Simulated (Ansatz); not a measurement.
A made-up structure of BSiH₃ClF, singlet:

```
7
angstrom
B -0.4497 -0.5219 -0.3886
Si 0.4166 0.9808 0.6022
F -0.6741 -0.2443 -1.7836
Cl 0.8693 -1.8262 -0.2518
H 0.3088 1.0548 2.0162
H 1.2382 1.9223 -0.0723
H -1.4305 -0.9662 0.0152
```

It is relaxed with PBE-D4/def2-SVP and then PBE0-D4/def2-TZVP (Ansatz 0.2.0). Atoms count as bonded within 1.22 times the sum of their covalent radii (H–H: 0.88 Å). The end point is not checked to be a true minimum.

(1) Does its bonding change? (A judgement: the text doesn't fix the answer.)

## Answers

(1) Computed: Yes. Formed: Si2–Cl4; broken: B1–Cl4.

Where it ends: The first stage lowers the energy by 1.85 eV in 30 steps. It ends as BSiH₃ClF ([F][BH][SiH2][Cl]):
B1  (-0.933, -0.327, -0.631)
Si2  (0.649, 0.401, 0.428)
F3  (-1.770, 0.535, -1.179)
Cl4  (1.764, -1.172, 1.160)
H5  (0.197, 1.221, 1.583)
H6  (1.535, 1.234, -0.426)
H7  (-1.164, -1.493, -0.798)
(Å)

Labels in which every atom is bracketed show which atoms are joined, not bond orders.

For scale, one of the runs: PBE0-D4/def2-TZVP relaxation, 154 basis functions, launched by `ansatz run in.yaml --threads 2 --pin off --events-out ev --progress --plain --max-ram 4352MiB`. Hardware: 2 CPU threads of an Arm Neoverse V2, shared host. Wall time about 85 s.
